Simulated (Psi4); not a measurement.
Psi4 input (wB97X-D/6-311+G**):

```
memory 1500 MB

molecule {
-1 1
C     2.68581400    0.14960200   -0.68026800
Si    1.43118600    0.11190300    0.54956100
N     0.00970000   -0.86564600    0.07790800
Si   -1.61771600   -0.37943000    0.12302400
N    -2.08701500    1.07225700   -0.74089500
H     2.51529300    0.58018600   -1.66563900
H     3.72812400    0.15995300   -0.36920600
H     1.98749500   -0.40019300    1.85215000
H     0.60693500    1.31906400    1.02349700
H     0.26133700   -1.64269200   -0.51904800
H    -2.44297500   -1.47564000   -0.46803100
H    -2.10407100   -0.11637400    1.50389800
H    -1.68717500    1.90861700   -0.33078200
H    -1.82722200    1.06857700   -1.72050700
symmetry c1
no_reorient
no_com
}

set {
  basis 6-311+G**
  reference rks
  scf_type df
  df_basis_scf def2-universal-jkfit
  dft_radial_points 99
  dft_spherical_points 590
  e_convergence 1e-8
  d_convergence 1e-7
  maxiter 150
}

e = energy('wb97x-d')
print_out(f'\nFINAL {e:.10f} DIPOLE {variable("CURRENT DIPOLE")[0]:.6f} {variable("CURRENT DIPOLE")[1]:.6f} {variable("CURRENT DIPOLE")[2]:.6f}\n')
```

Output:

```
   => Loading Basis Set <=

    Name: 6-311+G**
    Role: ORBITAL
    Keyword: BASIS
    atoms 1    entry C          line   129 file 6-311pgss.gbs
    atoms 2, 4 entry SI         line   351 file 6-311pgss.gbs
    atoms 3, 5 entry N          line   150 file 6-311pgss.gbs
    atoms 6-14 entry H          line    42 file 6-311pgss.gbs

   => WB97X-D: Empirical Dispersion <=

    Chai and Head-Gordon Dispersion Correction
    Chai, J.-D.; Head-Gordon, M. (2010), J. Chem. Phys., 132: 6615-6620

        s6 =       1.000000

         ---------------------------------------------------------
                                   SCF
               by Justin Turney, Rob Parrish, Andy Simmonett
                          and Daniel G. A. Smith
                              RKS Reference
         ---------------------------------------------------------

  ==> Geometry <==

    Molecular point group: c1
    Full point group: C1

    Geometry (in Angstrom), charge = -1, multiplicity = 1:

       Center              X                  Y                   Z               Mass
    ------------   -----------------  -----------------  -----------------  -----------------
         C            2.685814000000     0.149602000000    -0.680268000000    12.000000000000
         SI           1.431186000000     0.111903000000     0.549561000000    27.976926534650
         N            0.009700000000    -0.865646000000     0.077908000000    14.003074004430
         SI          -1.617716000000    -0.379430000000     0.123024000000    27.976926534650
         N           -2.087015000000     1.072257000000    -0.740895000000    14.003074004430
         H            2.515293000000     0.580186000000    -1.665639000000     1.007825032230
         H            3.728124000000     0.159953000000    -0.369206000000     1.007825032230
         H            1.987495000000    -0.400193000000     1.852150000000     1.007825032230
         H            0.606935000000     1.319064000000     1.023497000000     1.007825032230
         H            0.261337000000    -1.642692000000    -0.519048000000     1.007825032230
         H           -2.442975000000    -1.475640000000    -0.468031000000     1.007825032230
         H           -2.104071000000    -0.116374000000     1.503898000000     1.007825032230
         H           -1.687175000000     1.908617000000    -0.330782000000     1.007825032230
         H           -1.827222000000     1.068577000000    -1.720507000000     1.007825032230

  Running in c1 symmetry.

  Rotational constants: A =      0.21690  B =      0.04890  C =      0.04504 [cm^-1]
  Rotational constants: A =   6502.58928  B =   1465.88139  C =   1350.33297 [MHz]
  Nuclear repulsion =  290.460102223527599

  Charge       = -1
  Multiplicity = 1
  Electrons    = 58
  Nalpha       = 29
  Nbeta        = 29

[...]
      19A     -0.427599    20A     -0.374751    21A     -0.331686
      22A     -0.298631    23A     -0.289183    24A     -0.263839
      25A     -0.244175    26A     -0.227792    27A     -0.220959
      28A     -0.173356    29A     -0.063089

    Virtual:

      30A      0.163577    31A      0.172320    32A      0.177865
      33A      0.184263    34A      0.199394    35A      0.208021
      36A      0.215531    37A      0.240391    38A      0.247438
      39A      0.252306    40A      0.263641    41A      0.272805
      42A      0.289047    43A      0.291044    44A      0.294542
      45A      0.306563    46A      0.316377    47A      0.327260
      48A      0.335860    49A      0.342304    50A      0.347565
      51A      0.355314    52A      0.367605    53A      0.377896
      54A      0.380980    55A      0.393871    56A      0.405294
      57A      0.408610    58A      0.422076    59A      0.432143
      60A      0.454894    61A      0.467739    62A      0.478993
      63A      0.492232    64A      0.515844    65A      0.525948
      66A      0.538698    67A      0.582990    68A      0.595782
      69A      0.614479    70A      0.641206    71A      0.650733
      72A      0.672049    73A      0.687008    74A      0.718692
      75A      0.743066    76A      0.751757    77A      0.807899
      78A      0.824417    79A      0.848872    80A      0.867260
      81A      0.875381    82A      0.888986    83A      0.916075
      84A      0.928200    85A      0.954603    86A      0.999132
      87A      1.009601    88A      1.024089    89A      1.068030
      90A      1.082985    91A      1.103639    92A      1.122351
      93A      1.127417    94A      1.141450    95A      1.160878
      96A      1.165984    97A      1.188980    98A      1.213765
      99A      1.284047   100A      1.350382   101A      1.399895
     102A      1.404198   103A      1.427808   104A      1.451260
     105A      1.483266   106A      1.495117   107A      1.529126
     108A      1.543085   109A      1.590298   110A      1.599603
     111A      1.620133   112A      1.683280   113A      1.708840
     114A      1.733231   115A      1.752774   116A      1.772757
     117A      1.804897   118A      1.853952   119A      1.860089
     120A      1.873967   121A      1.885425   122A      1.913226
     123A      1.935533   124A      1.975626   125A      2.021876
     126A      2.067869   127A      2.124241   128A      2.130810
     129A      2.167959   130A      2.186927   131A      2.218441
     132A      2.263065   133A      2.272361   134A      2.293724
     135A      2.354641   136A      2.372874   137A      2.468569
     138A      2.493817   139A      2.602414   140A      2.644702
     141A      2.694122   142A      2.725507   143A      2.754520
     144A      2.791880   145A      2.802499   146A      2.815682
     147A      2.871345   148A      2.883549   149A      2.911178
     150A      2.928969   151A      2.945219   152A      2.981507
     153A      2.994699   154A      3.004338   155A      3.039717
     156A      3.124086   157A      3.159438   158A      3.288228
     159A      3.295916   160A      3.670995   161A      4.058314
     162A      4.110086   163A      4.189074   164A      4.320902
     165A      4.507701   166A      4.727185   167A      4.919435
     168A      6.024449   169A      6.047342   170A     11.690934
     171A     11.705757   172A     11.713238   173A     11.760065
     174A     11.808244   175A     11.910971   176A     24.185322
     177A     35.795393   178A     35.822215   179A    141.547342
     180A    141.570536

    Final Occupation by Irrep:
              A
    DOCC [    29 ]
    NA   [    29 ]
    NB   [    29 ]

  @DF-RKS Final Energy:  -732.08265688755444

   => Energetics <=

    Nuclear Repulsion Energy =            290.4601022235275991
    One-Electron Energy =               -1596.5151842784623568
    Two-Electron Energy =                 619.9164580586258353
    DFT Exchange-Correlation Energy =     -45.9381383125810814
    Empirical Dispersion Energy =          -0.0058945786645458
    VV10 Nonlocal Energy =                  0.0000000000000000
    Total Energy =                       -732.0826568875544353

Computation Completed

Properties will be evaluated at   0.000000,   0.000000,   0.000000 [a0]

Properties computed using the SCF density matrix

 Multipole Moments:

 ------------------------------------------------------------------------------------
     Multipole            Electronic (a.u.)      Nuclear  (a.u.)        Total (a.u.)
 ------------------------------------------------------------------------------------

 L = 1.  Multiply by 2.5417464519 to convert [e a0] to [Debye]
 Dipole X            :         -2.2261614            0.0000000           -2.2261614
 Dipole Y            :          0.0183911            0.0000170            0.0184081
 Dipole Z            :         -0.2151509            0.0000094           -0.2151414
 Magnitude           :                                                    2.2366088

 ------------------------------------------------------------------------------------

FINAL -732.0826568876 DIPOLE -2.226161 0.018408 -0.215141

*** Psi4 exiting successfully. Buy a developer a beer!
```

The dipole moment of an ion depends on the origin.

The geometry given is a B3LYP-D3(BJ)/def2-TZVP minimum.
